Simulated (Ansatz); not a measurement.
Consider the silylene formation by 1,1-elimination: `C[SiH2]OB(N)F` → `COB(N)F` + `[SiH2]`.

Isolated molecules relaxed with PBE0-D4/def2-TZVP in Ansatz; ΔE leaves out vibrations. CCSD(T)/CBS adds triple-zeta CCSD(T) − MP2 to the extrapolated MP2 energy (def2 sets, frozen cores). This one scheme is used for every species. DFT in def2-TZVPP. B3LYP here is the variant with VWN-RPA as its local correlation; programs differ in this. One conformer a species, not always the lowest.

```csv
level,ΔE (kcal/mol),difference from CCSD(T)/CBS
PBE-D4,100.4,-2.9
r2SCAN-D4,107.6,4.3
PBE0-D4,103.7,0.4
B3LYP-D4,100.7,-2.6
ωB97X-V,103.9,0.6
ωB97M-V,101.7,-1.6
B2PLYP,101.7,-1.6
PBE,98.6,-4.7
r2SCAN,107.1,3.8
PBE0,102.2,-1.1
B3LYP,97.9,-5.4
HF/def2-TZVPP,99.2,-4.1
MP2/def2-TZVPP,107.4,4.1
SCS-MP2/def2-TZVPP,103.6,0.3
CCSD/def2-TZVPP,100.1,-3.2
CCSD(T)/def2-TZVPP,100.8,-2.5
HF/def2-QZVPP,99.7,-3.6
MP2/def2-QZVPP,109.0,5.7
SCS-MP2/def2-QZVPP,105.2,1.9
HF/CBS(def2),99.8,-3.5
MP2/CBS(def2),109.8,6.5
CCSD/CBS(def2),102.6,-0.7
CCSD(T)/CBS,103.3,0
```

Largest T1 diagnostic among the species: 0.014.

In def2-TZVPP, CCSD(T) changes the Hartree–Fock value by +1.6 kcal/mol (the triples alone add +0.7 kcal/mol) and MP2 by +8.2 kcal/mol. From PBE to PBE0 (25 % exact exchange), in def2-TZVPP and without D4, ΔE moves by +3.6 kcal/mol.
